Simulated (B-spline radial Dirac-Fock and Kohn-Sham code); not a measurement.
## Er⁴⁺: non-radiative channels of the 2p1/2 vacancy

System: Er⁴⁺ in the configuration [Xe] 4f10.

Method: a relativistic independent-particle model: LDA orbitals of the hole state, radiative multipoles to third order, Auger rates from the Coulomb interaction with a continuum orbital, Dirac-Fock energies. Computed with a radial atomic solver. Kinetic energies are configuration averages from the vacuum level; the two-hole energies are estimated from single-hole states.

```
transition  kinetic energy (eV)  width (meV)  share (%)
   L2-L3N2                438.8          181        5.4
   L2-L3N4                629.3          252        7.5
   L2-M1M2               4917.4         92.4        2.8
   L2-M2M3               5319.5          272        8.1
   L2-M2M4               5683.9          142        4.2
   L2-M2M5               5718.1          237        7.1
   L2-M3M4               5872.5          187        5.6
   L2-M4M4               6229.8          154        4.6
   L2-M4M5               6270.1          656       19.6
   L2-M4N5               7543.8          116        3.5
```

The listed channels hold 68 % of the non-radiative rate. Summed by principal shells, of 3.34 eV in all: LMM 57.2 %, LMN 20.1 %, LLN 18.2 %, LNN 1.7 %, LMO 1.3 %, LLO 1.2 %.
